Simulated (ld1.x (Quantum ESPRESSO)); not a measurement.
**Configuration tests for Ga (Z = 31) (TM)**

- Element: gallium
- Generator: ld1.x (Quantum ESPRESSO) 7.5
- Type: norm-conserving Troullier–Martins (Kleinman–Bylander form)
- Functional: LDA (PZ)
- Relativity: scalar-relativistic
- Frozen core: [Ar]
- Valence charge: 13
- Reference configuration: 3d10 4s1 4p0 (charge +2)
- Partial waves: 4s (bound): rc 1.50 bohr; 4p (bound, empty): rc 1.65 bohr; 3d (bound): rc 0.90 bohr
- Local potential: the d channel
- Core correction: Bessel-smoothed model core, default radius (core density twice the valence density)

Energies are relative to the spin-unpolarised reference configuration 3d10 4s1 4p0; without spin polarisation the order of configurations can differ from experiment. Spin-polarised rows fill each open shell by Hund’s rule, majority spin first.

```json
{"valence configuration": "3d10 4s2 4p1", "charge": "0", "ΔE all-electron (eV)": "-27.391", "error AE − PS (meV)": "+4.0"}
{"valence configuration": "3d10 4s2 4p0", "charge": "+1", "ΔE all-electron (eV)": "-21.503", "error AE − PS (meV)": "+0.1"}
{"valence configuration": "3d10 4s0 4p0", "charge": "+3", "ΔE all-electron (eV)": "31.600", "error AE − PS (meV)": "-20"}
{"valence configuration": "3d10 4s0 4p3", "charge": "0", "ΔE all-electron (eV)": "-13.847", "error AE − PS (meV)": "+3.4"}
{"valence configuration": "3d9 4s2 4p1", "charge": "+1", "ΔE all-electron (eV)": "0.575", "error AE − PS (meV)": "-427"}
{"valence configuration": "3d10 4s2 4p1.3", "charge": "-0.3", "ΔE all-electron (eV)": "-27.969", "error AE − PS (meV)": "+5.3"}
{"valence configuration": "3d10 4s1 4p0 (spin-polarised)", "charge": "+2", "ΔE all-electron (eV)": "-0.308", "error AE − PS (meV)": "+1.5"}
{"valence configuration": "3d10 4s2 4p1 (spin-polarised)", "charge": "0", "ΔE all-electron (eV)": "-27.525", "error AE − PS (meV)": "+4.7"}
```

Q: What are ΔE and the potential's error for 3d10 4s1 4p2?

A: ΔE = -20.779 eV all-electron; the error (AE − PS) is +4.2 meV.

Levels in the configuration 3d10 4s0 4p3:

| level | all-electron (eV) | pseudo (eV) |
| --- | --- | --- |
| 3d | -22.938 | -23.057 |
| 4p | -4.152 | -4.154 |

Note: ghost states, extra bound levels that the all-electron valence spectrum of the same l lacks: s at -584.0 eV, p at -245.8 eV. A true bound ghost makes a file unfit for plane-wave use.
